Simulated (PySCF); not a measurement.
**Stretching CSe**

Set-up: PySCF, scalar-relativistic core potentials, basis sets C cc-pVTZ, Se cc-pVTZ-PP with ECP10. Energies in eV from C + Se in their ground configurations at the same level. All curves are PBE0. state 1: ¹Σ⁺ (singlet), closed shell; state 2: ³Π (triplet), unpaired electrons σ ↑, π ↑, a second solution, started from another occupation; state 3: ⁵Π (quintet), unpaired electrons σ ↑, π ↑↑↑, a second solution, started from another occupation.

| R (Å) | state 1 | state 2 | state 3 |
| --- | --- | --- | --- |
| 1.440 | -4.234 | -1.155 | 3.267 |
| 1.507 | -5.231 | -2.231 | 1.644 |
| 1.574 | -5.782 | -2.868 | 0.508 |
| 1.624 | -5.976 | -3.132 | -0.099 |
| 1.674 | -6.028 | -3.259 | -0.545 |
| 1.724 | -5.969 | -3.281 | -0.862 |
| 1.791 | -5.761 | -3.192 | -1.128 |
| 1.875 | -5.354 | -2.957 | -1.279 |
| 1.975 | -4.738 | -2.577 | -1.284 |
| 2.109 | -3.814 | -2.022 | -1.129 |

Problem. Put a parabola through the three lowest points of the state 1 curve and estimate Re, k and ωe (reduced mass 10.43 u; 1 eV/Å² = 0.16022 mdyn/Å; ωe = 1302.8·√(k/μ) cm⁻¹).

Solution. Through R = 1.624, 1.674, 1.724 Å the second-order coefficient is 22.2 eV/Å², so Re ≈ 1.672 Å, k ≈ 7.11 mdyn/Å and ωe ≈ 1076 cm⁻¹. A polynomial fit of higher order to the unrounded PBE0 energies gives Re = 1.670 Å, k = 7.16 mdyn/Å, ωe = 1079 cm⁻¹; anharmonicity and rounding make the difference.

The higher-order fit for each curve: state 1: Re = 1.670 Å, ωe = 1079 cm⁻¹, De = 6.03 eV; state 2: Re = 1.711 Å, ωe = 934 cm⁻¹, minimum 3.28 eV below the ground-state fragments; state 3: Re = 1.926 Å, ωe = 615 cm⁻¹, minimum 1.30 eV below the ground-state fragments.

⟨S²⟩ of the unrestricted solution departs from its pure value on part of the curve, where spin states mix.
